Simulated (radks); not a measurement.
Q: The mean radii <r> (bohr) of the occupied orbitals of an atom or ion are listed with their occupations. All-electron calculation, Dirac Kohn-Sham, PW91, spin-unpolarised, spherical densities, point nucleus. Program: a radial shooting solver on a logarithmic mesh with Libxc functionals.

| orbital | occ. | <r> |
|---|---|---|
| 1s1/2 | 2 | 0.01932 |
| 2s1/2 | 2 | 0.08123 |
| 2p1/2 | 2 | 0.06740 |
| 2p3/2 | 4 | 0.07501 |
| 3s1/2 | 2 | 0.2121 |
| 3p1/2 | 2 | 0.2020 |
| 3p3/2 | 4 | 0.2162 |
| 3d3/2 | 4 | 0.1898 |
| 3d5/2 | 6 | 0.1942 |
| 4s1/2 | 2 | 0.4778 |
| 4p1/2 | 2 | 0.4849 |
| 4p3/2 | 4 | 0.5176 |
| 4d3/2 | 4 | 0.5409 |
| 4d5/2 | 6 | 0.5524 |
| 5s1/2 | 2 | 1.172 |
| 5p1/2 | 2 | 1.317 |
| 5p3/2 | 4 | 1.432 |
| 4f5/2 | 6 | 0.7164 |
| 4f7/2 | 8 | 0.7329 |
| 6s1/2 | 2 | 3.647 |
| 5d3/2 | 1 | 2.847 |

Name the element and its charge. Open shells, if any, fill j = l - 1/2 first.

A: Z = 71, lutetium, charge 0: Lu in [Xe] 4f14 5d1 6s2. The 1s radius gives Z: for a bare nucleus <r> = (2 gamma + 1)/(2Z) with gamma = sqrt(1 - (Z/c)^2), 0.01909 bohr for Z = 71, and screening makes it slightly larger (0.01932 here). The occupations add up to 71, and the charge is Z minus that.
